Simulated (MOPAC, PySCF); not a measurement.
cyclo[18]carbon `c1c#cc#cc#cc#cc#cc#cc#cc#cc#1`, neutral singlet in the gas phase. 

Z-matrix (Å, degrees):
```
C
C 1 1.2330
C 2 1.3507 1 157.55
C 3 1.2330 2 162.47 1 -0.02
C 4 1.3507 3 157.54 2 -0.02
C 5 1.2331 4 162.46 3 -0.04
C 1 1.3507 2 162.50 3 0.02
C 7 1.2331 1 157.52 2 0.04
C 8 1.3507 7 162.49 1 0.00
C 9 1.2331 8 157.49 7 -0.06
C 10 1.3507 9 162.47 8 -0.02
C 11 1.2331 10 157.51 9 0.07
C 12 1.3507 11 162.47 10 0.04
C 13 1.2331 12 157.55 11 -0.08
C 14 1.3507 13 162.49 12 -0.06
C 15 1.2331 14 157.54 13 0.08
C 6 1.3507 5 157.50 4 0.09
C 17 1.2332 6 162.47 5 0.03
```
Charge 0, spin multiplicity 1.

All levels are single points at this geometry (CAM-B3LYP-D3(BJ)/def2-SVP); Pople sets use spherical d functions. Orbital energies aren't observables, and empty levels follow the basis.

PBE0-D3(BJ)/def2-SVP in PySCF gives gap (eV) = 3.78.

Question: Estimate the gap (eV) from each of these levels: CAM-B3LYP-D3(BJ)/def2-SVP in PySCF; B3LYP/6-31G* in PySCF; AM1 in MOPAC; PM6 in MOPAC; PM7 in MOPAC.

Answer: 
```json
[
 {"level": "CAM-B3LYP-D3(BJ)/def2-SVP in PySCF", "gap (eV)": "5.63"},
 {"level": "B3LYP/6-31G* in PySCF", "gap (eV)": "3.50"},
 {"level": "AM1 in MOPAC", "gap (eV)": "7.59"},
 {"level": "PM6 in MOPAC", "gap (eV)": "7.75"},
 {"level": "PM7 in MOPAC", "gap (eV)": "7.58"}
]
```
